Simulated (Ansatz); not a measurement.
Reaction (ligand exchange at a Zr–S bond): `[OH][Zr]([F])([SH])[Cl]` + H₂Se → `[OH][Zr]([F])([Cl])[SeH]` + H₂S

Calculated with Ansatz (gas phase, PBE0-D4/def2-TZVP geometries, no zero-point term in ΔE). CCSD(T)/CBS is the MP2 limit (def2-TZVPP, def2-QZVPP) plus CCSD(T) − MP2 in def2-TZVPP, frozen cores. This one scheme is used for every species. Functionals use def2-TZVPP. B3LYP here is the variant with VWN-RPA as its local correlation; programs differ in this. def2 core potentials past Kr. For Se, Zr outer-core shells are correlated without core-valence functions, which leaves a few kJ/mol of doubt a bond. Scalar relativity is left out up to krypton. Each species was taken in one conformer, which may not be the lowest.

`[OH][Zr]([F])([SH])[Cl]`:

```xyz
7

O     1.702    0.058    0.693
Zr   -0.141    0.101    0.294
F    -0.908    1.807    0.609
S    -0.299   -0.419   -2.084
Cl   -1.337   -1.482    1.557
H     2.599    0.064    1.018
H    -1.616   -0.130   -2.086
```

H₂Se:

Cartesian coordinates in Å:
```
Se 0.294 -0.617 -0.039
H -0.091 0.269 1.065
H -0.203 0.348 -1.026
```

`[OH][Zr]([F])([Cl])[SeH]`:

Z-matrix (Å, degrees):
```
Zr
F 1 1.895
Cl 1 2.349 2 108.3
O 1 1.885 2 112.2 3 123.3
Se 1 2.577 2 109.4 3 -120.6
H 4 0.954 1 171.7 2 -60.9
H 5 1.474 1 88.3 2 51.0
```

H₂S:

Cartesian coordinates in Å:
```
S 0.083 0.597 0.142
H 0.843 -0.330 -0.460
H -0.927 -0.267 0.318
```

Problem. Is it downhill or uphill in electronic energy at CCSD(T)/CBS, and by how much? (Best estimate.)

Solution. Ansatz gave: Downhill: ΔE = -0.10 eV.

Problem. What do these levels give: r2SCAN-D4, r2SCAN, PBE0, B3LYP, HF/def2-TZVPP, MP2/def2-TZVPP, SCS-MP2/def2-TZVPP, CCSD(T)/def2-TZVPP, HF/def2-QZVPP, MP2/def2-QZVPP, HF/CBS(def2), CCSD/CBS(def2)? (Best estimate.)

Solution. Ansatz gave: r2SCAN-D4 -0.06, r2SCAN -0.06, PBE0 -0.07, B3LYP -0.06, HF/def2-TZVPP -0.09, MP2/def2-TZVPP -0.11, SCS-MP2/def2-TZVPP -0.10, CCSD(T)/def2-TZVPP -0.09, HF/def2-QZVPP -0.09, MP2/def2-QZVPP -0.12, HF/CBS(def2) -0.09, CCSD/CBS(def2) -0.10 eV.

Largest T1 diagnostic among the species: 0.017.
